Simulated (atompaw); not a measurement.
# Cutoff test, Ga, PAW (atompaw)

Ga, PAW, made with atompaw 4.2.0.5 (LDA (PW92), scalar-relativistic). Core [Ar] 3d10, reference 4s2 4p1. Waves: 4s (bound): rc 1.80 bohr; 4s channel at 0.85 Ry: rc 1.80 bohr; 4p (bound): rc 1.80 bohr; 4p channel at 1.65 Ry: rc 1.80 bohr; 4d channel at 0.25 Ry: rc 1.80 bohr; 4d channel at 2 Ry: rc 1.80 bohr. Local part: bessel scheme, radius 1.60 bohr. Core correction: smooth core density matched at 0.90 bohr. Augmentation charge: gaussian compensation charge, radius 1.40 bohr; PAW radius 1.80 bohr; waves and projectors: custom polynom2 7 10 vanderbiltortho.

The pseudo-atom Hamiltonian at the reference potential is diagonalised in spherical Bessel functions j_l(qr) that vanish at 20 bohr, with q² up to the cutoff. All-electron valence levels (Ry): 4s -0.6740, 4p -0.2009.

Q: How do the lowest levels (Ry) of each channel move with the cutoff, and are there ghosts?

A:

| cutoff (Ry) | s #1 | p #1 | p #2 | p #3 | d #1 | d #2 | f #1 | Σ f·Δε (mRy) |
| --- | --- | --- | --- | --- | --- | --- | --- | --- |
| 8 | -0.6556 | -0.2434 | 0.0236 | 0.1251 | 0.0510 | 0.1348 | 0.1046 | 79.3 |
| 10 | -0.6644 | -0.9529 | -0.0326 | 0.0609 | 0.0510 | 0.1348 | 0.1046 | 187.5 |
| 12 | -0.6699 | -28.7411 | -0.1896 | 0.0283 | 0.0510 | 0.1346 | 0.1046 | 19.5 |
| 15 | -0.6726 | -401.6897 | -0.1997 | 0.0273 | 0.0098 | 0.0538 | 0.1046 | 3.9 |
| 18 | -0.6739 | -1671.2749 | -0.2006 | 0.0272 | -0.8778 | 0.0512 | 0.1046 | 0.5 |
| 21 | -0.6740 | -2993.3656 | -0.2008 | 0.0272 | -1.0899 | 0.0512 | 0.1046 | 0.1 |
| 25 | -0.6740 | -3133.6612 | -0.2009 | 0.0272 | -1.1836 | 0.0512 | 0.1046 | 0.0 |
| 400 | -0.6740 | -6335.3176 | -0.2009 | 0.0272 | -1.2520 | 0.0512 | 0.1046 | 0.0 |

Result: ghost states, extra bound levels that the all-electron valence spectrum of the same l lacks: p at -86196.4 eV, d at -17.0 eV (a true bound ghost makes a file unfit for plane-wave use); 10 mRy is reached at 15 Ry and 1 mRy at 18 Ry.
